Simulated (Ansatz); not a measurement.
Isomers of SnCl₄O₂H₄ (singlet), relaxed with r2SCAN-D4/def2-SVP; total energies from Ansatz at PBE0-D4/def2-TZVP.

```
isomer                                                                  description  energy (Eh)
     A                                                  cis-Sn(H2O)2Cl4 (SnCl4O2H4)  -2207.53724
     B  point group not assigned; 4 × Cl–Sn 2.40 Å; 2 × O–Sn 2.28 Å; 4 × H–O 0.98 Å  -2207.52645
```

In the def2 sets Sn takes a core potential; there is no spin–orbit coupling.

Question: Work out the relative energies (1 Eh = 2625.5 kJ/mol) and the Boltzmann populations at 500 K from electronic energies alone (R = 8.314 J/mol/K).

Answer: ΔE: A 0.0, B 28.3 kJ/mol. RT = 4.16 kJ/mol. Factors exp(−ΔE/RT): A 1, B 0.00111; sum 1.001. Populations: A 99.9 %, B 0.1 %. Zero-point energy, vibrational entropy and symmetry numbers are left out and can shift these; an error of 4 kJ/mol changes a ratio by a factor of 2.6. Over the other density-functional and correlated levels in def2 sets, the gap between A and B ranges from 25 to 32 kJ/mol.
